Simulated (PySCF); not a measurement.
## Magnetic susceptibility: SMILES [H]/N=C1/COC[C@H]1C#C, C$_{6}$H$_{7}$NO

Geometry (Å), atoms numbered from 1 in this order:
```xyz
15

C     2.554    1.191    0.221
C     1.544    0.786   -0.277
C     0.330    0.240   -0.834
C    -0.918    1.120   -0.641
O    -2.010    0.226   -0.616
C    -1.588   -0.925    0.082
C    -0.106   -1.054   -0.148
N     0.559   -2.054    0.199
H     3.439    1.569    0.638
H     0.478    0.022   -1.900
H    -1.085    1.829   -1.453
H    -0.843    1.669    0.311
H    -1.771   -0.821    1.163
H    -2.146   -1.787   -0.285
H     1.558   -2.003    0.013
```

Level of theory: GIAO BHandHLYP/pcSseg-1 magnetisability, rotational g tensor and spin-rotation constants, non-relativistic, gas phase in PySCF 2.14.0. Geometry: GFN2-xTB.

(1) How diamagnetic is it, and how anisotropic?

(2) Split it along the inertial axes a, b, c into diamagnetic and paramagnetic parts about the centre of mass, with the quadrupole moment.

(3) And the rotational g tensor?

Results:

(1) Isotropic -1098 × 10⁻³⁰ J/T², or -66.1 × 10⁻⁶ cm³/mol; principal values -1223, -1080, -991 × 10⁻³⁰ J/T², anisotropy 203 × 10⁻³⁰ J/T² (root of half the summed squared differences of the principal values). The susceptibility is in cgs units.

(2) 
| axis | χ (10⁻⁶ cm³/mol) | diamagnetic (10⁻⁶ cm³/mol) | paramagnetic (10⁻⁶ cm³/mol) | summed x² of all electrons (Å²) | quadrupole Θ (D Å) |
| --- | --- | --- | --- | --- | --- |
| a | -65.8 | -446.1 | 380.3 | 150.5 | +4.25 |
| b | -62.1 | -723.2 | 661.2 | 85.2 | -6.92 |
| c | -70.5 | -999.9 | 929.4 | 20.0 | +2.68 |

Anisotropies 2χaa − χbb − χcc = +0.9 and 2χbb − χaa − χcc = +12.2 × 10⁻⁶ cm³/mol. Θ is traceless in Buckingham's convention.

(3) 
| axis | rotational constant (GHz) | g | nuclear part | electronic part |
| --- | --- | --- | --- | --- |
| a | 3.4304 | -0.0338 | 0.5790 | -0.6128 |
| b | 1.8675 | -0.0160 | 0.5641 | -0.5801 |
| c | 1.2956 | -0.0094 | 0.5563 | -0.5657 |

Asymmetric top; isotopes 12C, 1H, 14N, 16O; no vibrational averaging.
